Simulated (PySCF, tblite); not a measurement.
Bond stretch in BeH (cation, charge +1), singlet.

Methods: GFN2-xTB, 300 K electronic temperature (tblite); UCCSD(T) = CCSD(T) on UHF/cc-pVDZ in PySCF 2.14.0.

Energies relative to the lowest point of each curve near equilibrium, in kcal/mol; the last columns give the difference from UCCSD(T):

| R / Å | GFN2-xTB | UCCSD(T) | GFN2-xTB − UCCSD(T) |
|---|---|---|---|
| 1.06 | 19.1 | 20.3 | -1.2 |
| 1.12 | 11.1 | 11.1 | -0.1 |
| 1.20 | 4.6 | 3.8 | 0.9 |
| 1.24 | 2.7 | 1.7 | 1.0 |
| 1.29 | 1.1 | 0.3 | 0.8 |
| 1.33 | 0.4 | 0.0 | 0.4 |
| 1.38 | 0.0 | 0.4 | -0.4 |
| 1.41 | 0.0 | 1.0 | -1.0 |
| 1.46 | 0.3 | 2.4 | -2.2 |
| 1.53 | 1.1 | 5.3 | -4.1 |
| 1.65 | 3.5 | 11.6 | -8.1 |
| 1.80 | 7.5 | 20.6 | -13.2 |
| 1.98 | 13.1 | 31.4 | -18.3 |
| 2.18 | 20.1 | 41.9 | -21.8 |
| 2.36 | 27.0 | 49.6 | -22.6 |
| 2.66 | 39.2 | 58.5 | -19.3 |
| 2.92 | 49.8 | 63.0 | -13.2 |
| 3.23 | 61.5 | 66.0 | -4.5 |
| 3.54 | 71.5 | 67.4 | 4.1 |
| 3.96 | 81.6 | 68.3 | 13.3 |
| 4.69 | — | 68.6 | — |
| 5.29 | — | 68.7 | — |

GFN2-xTB is furthest from UCCSD(T) at 2.36 (-22.6 kcal/mol, below); its mean absolute difference over the points is 7.5 kcal/mol.

A dash means that the run gave no value there, or that the column was ended at a point which the program doubted or which failed a test of continuity chosen for this set; such a test can also cut sound points.

The unrestricted determinant behind UCCSD(T) is spin-contaminated at 1.80 to 5.29 Å (<S²> up to 1.0, against 0.00 for a pure singlet).
